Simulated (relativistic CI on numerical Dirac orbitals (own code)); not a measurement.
Rh⁺ (4d8) in a crystal field

Calculated by Dirac-Coulomb-Breit CI, KLI orbitals optimised for each configuration, model QED, valence Slater integrals scaled by 0.85, one configuration in a parametric crystal field (own radial code).

Field parameters in Wybourne normalisation: D3d B²₀ = −7Dσ, B⁴₀ = −14Dq − 21Dτ, B⁴₃ = −14√(10/7) Dq. The field is a parameter set, without covalency.

S is read from ⟨S²⟩ = S(S + 1).

Levels (cm⁻¹, degeneracy): 0 (2), 0 (1), 10694 (2), 14164 (2), 14176 (1), 14325 (2), 14566 (1), 15173 (2), 15343 (1), 18721 (1), 20819 (1), 20993 (2).

Question: Which field gives this pattern?
A. D3d, 10Dq = 15300, Dσ = 550, Dτ = -210 cm⁻¹
B. D3d, 10Dq = 15300, Dσ = -110, Dτ = -210 cm⁻¹
C. D3d, 10Dq = 15300, Dσ = 110, Dτ = -210 cm⁻¹
D. D3d, 10Dq = 15300, Dσ = -1200, Dτ = -210 cm⁻¹

Answer: C. D3d, 10Dq = 15300, Dσ = 110, Dτ = -210 cm⁻¹, ground level with S = 1.00.
